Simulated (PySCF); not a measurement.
CH₅FOSi, SMILES F[SiH](C)O. The structure is a stationary point at B3LYP-D3(BJ)/def2-SVP. One conformer was computed; it need not be the lowest.

Method: PySCF with B3LYP-D3(BJ)/def2-SVP.

Harmonic wavenumbers (cm⁻¹): 149, 201, 240, 303, 339, 659, 711, 756, 821, 840, 890, 924, 968, 1281, 1430, 1433, 2294, 3030, 3119, 3126, 3876. Rotational constants (GHz): 6.444, 5.913, 3.615; symmetry number 1.

Problem. Work out the zero-point energy and the ideal-gas rigid-rotor harmonic-oscillator thermochemistry at 298.15 K and 1 atm.

Solution. ZPE = ½ Σ hcν = ½ × 27390 cm⁻¹ = 39.16 kcal/mol. H − E(el) = 43.50 kcal/mol. Entropy in cal/(mol K): translation 39.06, rotation 25.26, vibration 10.93, total 75.25. G − E(el) = 21.06 kcal/mol. Cp = 22.13 cal/(mol K). Modes under 150 cm⁻¹ make the vibrational entropy uncertain.
